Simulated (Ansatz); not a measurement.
Basis sets compared for the cluster In3P3⁺. The state is a doublet with charge 1. Geometry PBE-D4/def2-SVP. Ansatz on 4 threads of Arm Neoverse V1 on a shared host; times are rough, and most runs start from earlier orbitals.

```
atom   x (Å)   y (Å)   z (Å)
 In1  -2.516  -0.422  -0.419
 In2   1.680   1.918  -2.098
 In3   1.160  -2.076   1.017
  P4  -0.836  -0.216   1.893
  P5   0.249   1.103   0.635
  P6   0.264  -0.307  -1.028
```

In the def2 sets In takes a core potential; there is no spin–orbit coupling. Another isomer (doublet) lies 0.46 eV lower at PBE0-D4/def2-TZVP; other spin states weren't run for this one.

```
           level  functions  energy (Eh)  HOMO (eV)  LUMO (eV)  wall time
 PBE-D4/def2-SVP        132   -1593.6245      -8.62      -7.83      4.8 s
PBE0-D4/def2-SVP        132   -1593.6806      -9.57      -7.11      7.5 s
```

Estimate the rows for PBE-D4/def2-TZVP (with forces), PBE0-D4/def2-TZVP.


```tsv
level	functions	energy (Eh)	HOMO (eV)	LUMO (eV)	wall time
PBE-D4/def2-TZVP (with forces)	261	-1593.9944	-8.56	-7.77	13 s
PBE0-D4/def2-TZVP	261	-1594.0454	-9.49	-7.04	38 s
```
